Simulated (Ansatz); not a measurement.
C2H7FSSi, SMILES `C[SiH2]SCF`. Total charge 0; spin multiplicity 1. All single points use the PBE0-D4/def2-TZVP geometry. It is one conformer, not always the lowest.

```xyz
12

C     0.617    0.081   -1.703
Si    0.388    1.118   -0.173
S     0.713    0.019    1.642
C    -0.790   -0.969    1.663
F    -0.778   -1.977    0.724
H     0.447    0.680   -2.601
H    -0.084   -0.756   -1.702
H     1.630   -0.324   -1.741
H     1.373    2.228   -0.115
H    -0.996    1.666   -0.118
H    -1.664   -0.343    1.472
H    -0.856   -1.423    2.652
```

(1) What is the dipole moment at ωB97M-V/def2-TZVPP? (Best estimate.)

(2) And with PBE, r2SCAN, B3LYP? (Best estimate.)

(3) Give the Mulliken charges with ωB97M-V, PBE, B3LYP in def2-TZVPP. (An estimate is asked.)

Answers

(1) Ansatz gave: 1.07 D, with components (-0.76, 0.65, -0.38) D in this frame, pointing from negative to positive charge.

(2) Computed: PBE 1.00 D, r2SCAN 1.07 D, B3LYP 1.07 D.

(3) Computed: 
```json
{"atom": "C1", "ωB97M-V": "-0.41", "PBE": "-0.34", "B3LYP": "-0.35"}
{"atom": "Si2", "ωB97M-V": "0.24", "PBE": "0.26", "B3LYP": "0.34"}
{"atom": "S3", "ωB97M-V": "-0.17", "PBE": "-0.20", "B3LYP": "-0.21"}
{"atom": "C4", "ωB97M-V": "-0.03", "PBE": "0.02", "B3LYP": "0.03"}
{"atom": "F5", "ωB97M-V": "-0.22", "PBE": "-0.19", "B3LYP": "-0.23"}
{"atom": "H6", "ωB97M-V": "0.12", "PBE": "0.11", "B3LYP": "0.10"}
{"atom": "H7", "ωB97M-V": "0.12", "PBE": "0.11", "B3LYP": "0.11"}
{"atom": "H8", "ωB97M-V": "0.12", "PBE": "0.11", "B3LYP": "0.11"}
{"atom": "H9", "ωB97M-V": "-0.02", "PBE": "-0.05", "B3LYP": "-0.07"}
{"atom": "H10", "ωB97M-V": "-0.03", "PBE": "-0.06", "B3LYP": "-0.07"}
{"atom": "H11", "ωB97M-V": "0.13", "PBE": "0.11", "B3LYP": "0.12"}
{"atom": "H12", "ωB97M-V": "0.14", "PBE": "0.12", "B3LYP": "0.13"}
```

B3LYP here is the variant with VWN-RPA as its local correlation; programs differ in this.
